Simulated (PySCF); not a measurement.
## Which element holds F most strongly?

PBE0 in PySCF with def2-TZVPP on every atom (core potentials on Ru, Sn), for the lowest determinant that a PBE0 search found; no spin–orbit coupling. D0 is De less the harmonic zero-point energy.

| M | state (unpaired electrons) | Re (Å) | ωe (cm⁻¹) | D0(MF) (eV) |
| --- | --- | --- | --- | --- |
| Ga | singlet (closed shell) | 1.787 | 619 | 5.90 |
| Al | singlet (closed shell) | 1.664 | 785 | 6.71 |
| As | triplet (π ↑↑) | 1.741 | 695 | 4.16 |
| Sn | doublet (π ↑) | 1.947 | 581 | 4.82 |
| B | singlet (closed shell) | 1.263 | 1416 | 7.69 |
| Zn | doublet (σ ↑) | 1.786 | 601 | 2.97 |
| Ru | quartet (σ ↑, π ↑, δ ↑) | 1.896 | 568 | 3.94 |

Problem. Order the elements by D0 and give the energy of BF + Ga → GaF + B.

Solution. B > Al > Ga > Sn > As > Ru > Zn; ΔE = 7.69 − 5.90 = +1.79 eV at PBE0/def2-TZVPP. Close neighbours can swap at other levels.

The metal atom is held in its measured ground configuration; semilocal functionals can put another filling of s and d lower by some tenths of an eV, and De to that atom would be smaller. Spin–orbit coupling is left out, which matters for elements this heavy, above all for dissociation energies. States were picked by a PBE0 search and need not be the measured ground states.
